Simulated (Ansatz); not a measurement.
```yaml
crystal:
  periodic: [false, false, false]
  atoms:
    - {symbol: F, position_ang: [-1.989608, 1.356300, -0.431592]}
    - {symbol: B, position_ang: [-0.918817, 0.776780, -0.962964]}
    - {symbol: D, position_ang: [0.382203, 0.665981, -0.140620]}
    - {symbol: Si, position_ang: [0.463290, -0.991419, 0.759020]}
    - {symbol: H, position_ang: [-1.048823, 0.328113, -2.069114]}
    - {symbol: H, position_ang: [1.265919, 0.690480, -0.785775]}
    - {symbol: H, position_ang: [0.461432, 1.444516, 0.624445]}
    - {symbol: H, position_ang: [0.395259, -2.112914, -0.214320]}
    - {symbol: H, position_ang: [-0.668844, -1.119599, 1.712620]}
    - {symbol: H, position_ang: [1.741089, -1.089436, 1.511301]}
basis:
  gaussian: {orbitals: def2-SVPD}
hamiltonian: {xc: {name: BHLYP}, pseudopotentials: {relativity: none}}
accuracy: high
output: {forces: true}
```

```sh
$ ansatz run in.yaml --threads 2 --pin off --events-out ev --progress --plain --max-ram 4352MiB
```

Output, abridged:

```
Error: YAML parse error: error: line 6 column 16: `D` is not an element symbol (H … Og, case-exact)
 --> <input>:6:16
4 |     - {symbol: F, position_ang: [-1.989608, 1.356300, -0.431592]}
5 |     - {symbol: B, position_ang: [-0.918817, 0.776780, -0.962964]}
6 |     - {symbol: D, position_ang: [0.382203, 0.665981, -0.140620]}
7 |     - {symbol: Si, position_ang: [0.463290, -0.991419, 0.759020]}
8 |     - {symbol: H, position_ang: [-1.048823, 0.328113, -2.069114]}
```

Question: Something in this input is off. What?

Answer: An element symbol is wrong. The program refused the input.
